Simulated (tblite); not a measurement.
C₄H₁₃PSi₂.
Geometry (GFN2-xTB, Å), atoms numbered from 1 in this order:
```xyz
20
C4H13PSi2 angstrom
C      2.9932    0.2591    0.1268
C      1.9526   -0.7583    0.5705
Si     0.3312   -0.6260   -0.4148
C     -0.4460    1.1237   -0.2666
C     -1.9554    1.0692   -0.4909
Si    -2.7388   -0.3445    0.5359
P     -1.2196   -1.9893    0.4882
H      3.2473    0.1143   -0.9202
H      2.6147    1.2714    0.2450
H      3.9045    0.1646    0.7145
H      2.3598   -1.7632    0.4578
H      1.7479   -0.6266    1.6346
H      0.5638   -0.9424   -1.8373
H     -0.2483    1.5109    0.7362
H      0.0139    1.8224   -0.9673
H     -2.4109    2.0299   -0.2467
H     -2.1525    0.8915   -1.5505
H     -4.0251   -0.7563   -0.0286
H     -2.9076    0.0668    1.9335
H     -1.6298   -2.5065   -0.7229
```

Method: GFN2-xTB as coded in tblite; computed harmonic values from a numerical Hessian at the method's own geometry, unscaled. Against measured fundamentals such values can be off by several per cent, at times by over 20. Modes of hydrogen on phosphorus and silicon can be 10 to 20 % off. One conformer, not necessarily the lowest.

Harmonic wavenumbers (cm⁻¹): 34.4, 54.3, 99.5, 137.0, 195.7, 207.1, 247.3, 279.9, 354.4, 438.6, 469.3, 473.9, 532.1, 576.5, 615.4, 620.2, 652.8, 672.3, 685.0, 718.1, 728.0, 752.5, 763.4, 773.4, 834.7, 975.4, 1018.3, 1055.7, 1062.5, 1081.7, 1126.3, 1234.4, 1274.3, 1275.4, 1283.9, 1418.4, 1473.8, 1478.4, 1486.1, 1511.8, 1512.7, 2143.3, 2222.8, 2240.0, 2335.9, 2950.8, 2962.6, 2968.3, 2970.8, 2981.6, 2990.1, 3018.3, 3035.0, 3041.6.

A = 2452, B = 937.9, C = 742.8 MHz; mass 148.029 u (most abundant isotopes); point group C1, symmetry number 1.

Zero-point energy?

Half the sum of the wavenumbers: 34023 cm⁻¹ = 97.28 kcal/mol.

Entropy at 350 K, 1 bar (ideal gas, RRHO, classical rotation)?

Translation 41.71, rotation 30.10, vibration 38.61: S = 110.4 cal/(mol K).

And Cp and H(350 K) − H(0)?

Cp = 48.50 cal/(mol K), of which vibrations give 40.55 (their classical limit is 54 R = 107.3); H(350 K) − H(0) = 9.85 kcal/mol without the zero-point energy, 7.06 from vibrations.

Which modes carry the vibrational entropy at 350 K?

34.4 cm⁻¹: 5.88; 54.3 cm⁻¹: 4.97; 99.5 cm⁻¹: 3.78; 137.0 cm⁻¹: 3.15; 195.7 cm⁻¹: 2.47; 207.1 cm⁻¹: 2.37 cal/(mol K); the other 48 give 15.99 together.

Blend soft modes into free rotors: weight 1/[1 + (100 cm⁻¹/ν̃)⁴] for the oscillator and the rest for a rotor with moment μB/(μ + B), μ = h/(8π²ν), B = 10⁻⁴⁴ kg m². What vibrational entropy results?

35.11 cal/(mol K) in place of 38.61, which changes −T·S at 350 K by +1.23 kcal/mol.

Hindered rotation and anharmonicity are outside this model. Other conformers, if any are populated, would add a mixing term that is left out. The structure is chiral; the term R ln 2 for an equal mix with its mirror image is left out.
